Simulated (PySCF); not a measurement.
PBE on Nb⁻ (niobium, charge -1), [Kr] 4d4 5s2, high-spin 5D determinant. Computed with PySCF 2.14 in aug-cc-pVTZ-DK, with the spin-free X2C one-electron Hamiltonian (Gaussian nucleus).

```
cycle= 1 E= -3818.88902458187  delta_E= -0.0257  |g|= 0.0584  |ddm|= 2.91
cycle= 2 E= -3818.88193381392  delta_E= 0.00709  |g|= 0.0949  |ddm|= 0.661
cycle= 3 E= -3818.89125142981  delta_E= -0.00932  |g|= 0.0378  |ddm|= 0.542
cycle= 4 E= -3818.89174476065  delta_E= -0.000493  |g|= 0.00384  |ddm|= 0.0819
cycle= 5 E= -3818.89176853445  delta_E= -2.38e-05  |g|= 0.00117  |ddm|= 0.0202
cycle= 6 E= -3818.89177043518  delta_E= -1.9e-06  |g|= 7.89e-05  |ddm|= 0.00896
cycle= 7 E= -3818.89177047121  delta_E= -3.6e-08  |g|= 4.53e-05  |ddm|= 0.00106
cycle= 8 E= -3818.89177047601  delta_E= -4.8e-09  |g|= 1.03e-05  |ddm|= 0.000427
cycle= 9 E= -3818.89177047623  delta_E= -2.22e-10  |g|= 6.63e-07  |ddm|= 6.58e-05
converged SCF energy = -3818.89177047623  <S^2> = 6.0608971  2S+1 = 5.0242998
```

Highest occupied orbital energy: 1.334 eV; ⟨L²⟩ = 6.08; populations by l: s 9.99, p 18.00, d 14.01, f 0.00.

(1) Can this result be used?

Answers

(1) With care. Self-consistency was reached. ⟨S²⟩ = 6.06 against 6.00 shows spin contamination. At PBE the highest occupied level has a positive energy, so only the finite basis holds that electron; in a semilocal or global hybrid functional this comes from self-interaction and does not mean that the real anion is unbound.
